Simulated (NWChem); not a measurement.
System: SiH4Te; SMILES [TeH][SiH3]

```xyz
6

Te    -0.0260     0.6289     0.0000
H      1.6375     0.6849    -0.0001
Si    -0.0113    -1.8768     0.0000
H      0.6644    -2.4202     1.2146
H      0.6569    -2.4208    -1.2185
H     -1.4504    -2.2703     0.0044
```
Atoms are numbered in this order, from 1.

Results from NWChem. Structure relaxed at the PBE0/def2-SVP (def2 core potentials past Kr) level.

For level PBE0/3-21G, non-relativistic:

```
Item                         Result
---------------------------  ------
highest occupied level (eV)   -6.47
orbital gap (eV)               5.80
dipole (D)                     0.99
```

Problem. What are these values for level PBE0/STO-3G, non-relativistic?

Solution. 
* **highest occupied level (eV)**: -4.02
* **orbital gap (eV)**: 7.41
* **dipole (D)**: 2.24
